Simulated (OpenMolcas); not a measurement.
## Multiconfigurational calculation on Sb IV

Input:

```
&GATEWAY
Coord
1

Sb 0.0 0.0 0.0
Basis=ANO-RCC-VTZP
Group=XYZ
NoMove
AngMom=0.0 0.0 0.0
AMFI
&SEWARD
* reference wave functions (RASSCF and RASSI steps not shown): 2 electrons in 8 orbitals (5s 5p 6s 6p)
>>> COPY JOB001 $Project.JobIph
&CASPT2
Multistate=7 1 2 3 4 5 6 7
Frozen=9 9
IPEA=0.75
Imaginary=0.05
MaxIter=60
WThr=0.0 0.3 0.05
PrWF=0.5
NoMix
>>> COPY JOB002 $Project.JobIph
&CASPT2
Multistate=3 1 2 3
Frozen=9 9
IPEA=0.75
Imaginary=0.05
MaxIter=60
WThr=0.0 0.3 0.05
PrWF=0.5
NoMix
>>> COPY JOB003 $Project.JobIph
&CASPT2
Multistate=3 1 2 3
Frozen=9 9
IPEA=0.75
Imaginary=0.05
MaxIter=60
WThr=0.0 0.3 0.05
PrWF=0.5
NoMix
...
```

Launched by
```bash
OMP_NUM_THREADS=1 MOLCAS_MEM=2252 MOLCAS_PROJECT=a pymolcas a.inp > a.log  # once for each step of the input, in one work folder
```

Output, cut to the results:

```
--- CASPT2 ---
Orbital specifications:
      -----------------------

      Symmetry species                           1   2
                                                ag  au
      Frozen orbitals                            9   9
      Inactive orbitals                          5   0
      Active orbitals                            2   6
      Secondary orbitals                        20  17
      Deleted orbitals                           0   0
      Number of basis functions                 36  32
Type of calculation                        MS-CASPT2
      Fock operator                              state-specific
      IPEA shift                                 0.75
      Real shift                                 0.00
      Imaginary shift                            0.05
      The input orbitals will be transformed to quasi-canonical
Reference energy:       -6474.7378978316
      E2 (Non-variational):      -0.4080769740
      Shift correction:          -0.0000229982
      E2 (Variational):          -0.4080999723
      Total energy:           -6475.1459978039
      Residual norm:              0.0000005744
      Reference weight:           0.94577
      Contributions to the CASPT2 correlation energy
      Active & Virtual Only:         -0.0018961377
      One Inactive Excited:          -0.0823734983
      Two Inactive Excited:          -0.3238073380
Reference energy:       -6473.9776822506
      E2 (Non-variational):      -0.4323961396
      Shift correction:          -0.0003686950
      E2 (Variational):          -0.4327648346
      Total energy:           -6474.4104470852
      Residual norm:              0.0000006860
      Reference weight:           0.88908
      Contributions to the CASPT2 correlation energy
      Active & Virtual Only:         -0.0406710725
      One Inactive Excited:          -0.0679987948
      Two Inactive Excited:          -0.3237262722
::    CASPT2 Root  1     Total energy:  -6475.14599780
::    CASPT2 Root  2     Total energy:  -6474.41044709
::    CASPT2 Root  3     Total energy:  -6474.41004111
::    CASPT2 Root  4     Total energy:  -6474.41004054
::    CASPT2 Root  5     Total energy:  -6474.41004039
::    CASPT2 Root  6     Total energy:  -6474.41004047
::    CASPT2 Root  7     Total energy:  -6474.31525730
::    MS-CASPT2 Root  1     Total energy:  -6475.14865943
::    MS-CASPT2 Root  2     Total energy:  -6474.41045973
::    MS-CASPT2 Root  3     Total energy:  -6474.41004845
::    MS-CASPT2 Root  4     Total energy:  -6474.41004052
::    MS-CASPT2 Root  5     Total energy:  -6474.41004036
::    MS-CASPT2 Root  6     Total energy:  -6474.41003306
::    MS-CASPT2 Root  7     Total energy:  -6474.31258315
--- CASPT2 ---
Orbital specifications:
      -----------------------

      Symmetry species                           1   2
                                                ag  au
      Frozen orbitals                            9   9
      Inactive orbitals                          5   0
      Active orbitals                            2   6
      Secondary orbitals                        20  17
      Deleted orbitals                           0   0
      Number of basis functions                 36  32
Type of calculation                        MS-CASPT2
      Fock operator                              state-specific
      IPEA shift                                 0.75
      Real shift                                 0.00
      Imaginary shift                            0.05
      The input orbitals will be transformed to quasi-canonical
Reference energy:       -6474.0245610919
      E2 (Non-variational):      -0.3959786322
      Shift correction:          -0.0000275911
      E2 (Variational):          -0.3960062234
      Total energy:           -6474.4205673153
      Residual norm:              0.0000007859
      Reference weight:           0.94515
      Contributions to the CASPT2 correlation energy
      Active & Virtual Only:         -0.0044724595
      One Inactive Excited:          -0.0677876744
      Two Inactive Excited:          -0.3237184983
Reference energy:       -6474.0245610919
      E2 (Non-variational):      -0.3959786275
      Shift correction:          -0.0000275911
      E2 (Variational):          -0.3960062186
      Total energy:           -6474.4205673105
      Residual norm:              0.0000007859
      Reference weight:           0.94515
      Contributions to the CASPT2 correlation energy
      Active & Virtual Only:         -0.0044724603
      One Inactive Excited:          -0.0677876688
      Two Inactive Excited:          -0.3237184984
::    CASPT2 Root  1     Total energy:  -6474.42056732
::    CASPT2 Root  2     Total energy:  -6474.42056731
::    CASPT2 Root  3     Total energy:  -6474.42058395
::    MS-CASPT2 Root  1     Total energy:  -6474.42058395
::    MS-CASPT2 Root  2     Total energy:  -6474.42056732
::    MS-CASPT2 Root  3     Total energy:  -6474.42056731
--- CASPT2 ---
Orbital specifications:
      -----------------------

      Symmetry species                           1   2
                                                ag  au
      Frozen orbitals                            9   9
      Inactive orbitals                          5   0
      Active orbitals                            2   6
      Secondary orbitals                        20  17
      Deleted orbitals                           0   0
      Number of basis functions                 36  32
Type of calculation                        MS-CASPT2
      Fock operator                              state-specific
      IPEA shift                                 0.75
      Real shift                                 0.00
      Imaginary shift                            0.05
      The input orbitals will be transformed to quasi-canonical
Reference energy:       -6474.2680238562
      E2 (Non-variational):      -0.4455978742
      Shift correction:          -0.0000633151
      E2 (Variational):          -0.4456611892
...
```

Levels above the lowest, from the spin-orbit matrix with the single-state CASPT2 energies, averaged by term, on its diagonal:

```json
{"Configuration": "5s2", "Term": "1S", "J": "0", "E (cm-1)": "0.0", "Measured (cm-1)": "0.0", "g": "", "Term weight %": "100"}
{"Configuration": "5s 5p", "Term": "3P*", "J": "0", "E (cm-1)": "64620", "Measured (cm-1)": "", "g": "", "Term weight %": "100"}
{"Configuration": "5s 5p", "Term": "3P*", "J": "1", "E (cm-1)": "66730", "Measured (cm-1)": "66700", "g": "1.495", "Term weight %": "99"}
{"Configuration": "5s 5p", "Term": "3P*", "J": "2", "E (cm-1)": "71960", "Measured (cm-1)": "72560", "g": "1.501", "Term weight %": "100"}
{"Configuration": "5s 5p", "Term": "1P*", "J": "1", "E (cm-1)": "95230", "Measured (cm-1)": "95952", "g": "1.006", "Term weight %": "99"}
```

Against the 3 measured excited levels shown (Moore, Atomic Energy Levels, vol. III, NSRDS-NBS 35 (1971 reprint of NBS Circular 467, 1958)) the mean absolute deviation is 450 cm-1; the largest miss in energy is 5s 5p 1P* 1: computed 95230, measured 95952 cm-1 (-0.8 %).

Over all roots computed the reference weight is 0.89 to 0.95; the roots of lowest weight are the least certain, and an intruder state may touch them. Terms from blocks run as CI alone lack orbitals of their own. Active for correlation alone: 6p 6s; no level in the range computed is led by a configuration that fills them, so any true level of that kind is missing. Computed and measured levels are paired by configuration, term and J; levels that our copy of the source lacks, or whose pairing is in doubt (as where it misses far off the trend of its configuration), stay unpaired and out of the deviations. Only configurations of the active space appear. The first state left out of the spin-orbit step lies near 180000 cm-1 above the lowest spin-free state of the reference (among the parities and spins computed), and the list stops at four fifths of that energy or lower.

The term weight is that of the spin-free term in the level, not the purity of its configuration. * marks odd parity.
